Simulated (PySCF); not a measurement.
I2Sb, charge +1, multiplicity 1. Atoms are numbered in the order given.

```xyz
3

Sb     0.0000     0.0000     1.1057
I      0.0000    -2.0597    -0.5320
I      0.0000     2.0597    -0.5320
```
Charge +1, spin multiplicity 1.

Coordinates come from a PBE0-D3(BJ)/def2-SVP optimisation. The spin state was assumed, not searched. The isomer is the one that the SMILES or the coordinates give; other isomers of the formula were not compared. The def2 effective core potentials stand for the cores of I, Sb; spin–orbit coupling is left out.

The numbers are results of PBE/def2-TZVPD (PySCF), not measurements.

Symmetry labels are those of the subgroup C2v that the program uses (full group C2v).

Computed valence orbital energies around the gap with their symmetry:
```csv
orbital,symmetry,energy (eV)
HOMO−7,B2,-22.72
HOMO−6,A1,-19.08
HOMO−5,B2,-14.09
HOMO−4,A1,-13.22
HOMO−3,B1,-12.80
HOMO−2,A2,-11.96
HOMO−1,A1,-11.78
HOMO,B2,-11.58
LUMO,B1,-9.97
LUMO+1,A1,-7.83
LUMO+2,B2,-7.42
LUMO+3,A1,-4.41
```
